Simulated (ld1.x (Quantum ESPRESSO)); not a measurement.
**What one change does to a pseudopotential (Ho, TM)**

ld1.x (Quantum ESPRESSO) 7.5 input, shortened:

```
&input
   title='Ho', zed=67., rel=2, dft='REVPBE', iswitch=3,
   config='[Xe] 4f10 5d1 6s1.5 6p0', rel_dist='average'
 /
 &inputp
   pseudotype=2, tm=.true., lloc=0,
   nlcc=.true., rcore=1.35
 /
3
6P  2  1   0.00   0.00  3.50  3.50  0.0
5D  3  2   1.00   0.00  1.80  1.80  0.0
6S  1  0   1.50   0.00  2.50  2.50  0.0
 &test
   configts(1)='5d1 6s1.5 6p0'
 /
```

Open shells are filled in proportion to 2j + 1 (rel_dist='average').

Change: all radii but the core radius scaled by about 1.07 (s 2.68, p 3.74, d 1.92 bohr).

Cutoffs: the cutoffs (Ry, on a coarse ladder) from which the occupation-weighted sum of valence levels, in a spherical-Bessel basis at the reference potential, stays within 10 and 1 mRy of its value at 400 Ry; they do not see the model core or the augmentation charge, which bear on the density cutoff. Errors are all-electron minus pseudo energies relative to the spin-unpolarised reference configuration.

Task: What does the change do?

Result: The potential gets softer (18 Ry and 25 Ry → 18 Ry and 21 Ry); of the 7 tests that both files solve, the error grows in 3 and shrinks in 0 by more than 15 % and 0.3 meV (median size 28.4 → 30.4 meV); neither file shows a bound ghost. A larger radius leaves more room for a smooth pseudo-wave, so fewer plane waves are needed. More of the atom is replaced by a form fitted at one configuration, so other configurations suffer.

| quantity | base | changed |
| --- | --- | --- |
| cutoff, loose | 18 Ry | 18 Ry |
| cutoff, tight | 25 Ry | 21 Ry |
| loose cutoff by channel (10 mRy a level) | d 18 Ry, s 8 Ry | d 18 Ry, s 6 Ry |
| bound ghosts | none | none |
| error for 5d1 6s2 6p0, meV [ΔE -2.78 eV] | -0.6 | -1.0 |
| error for 5d1 6s1 6p0, meV [ΔE 4.09 eV] | -1.9 | -2.4 |
| error for 5d1 6s0 6p0, meV [ΔE 16.54 eV] | -44 | -45 |
| error for 5d1 6s0 6p2, meV [ΔE 3.44 eV] | -28 | -30 |
| error for 5d1 6s1 6p1, meV [ΔE 0.27 eV] | -5.2 | -5.5 |
| error for 5d2 6s0 6p0, meV [ΔE 5.75 eV] | -64 | -76 |
| error for 5d0 6s2 6p1, meV [ΔE -1.37 eV] | -119 | -135 |
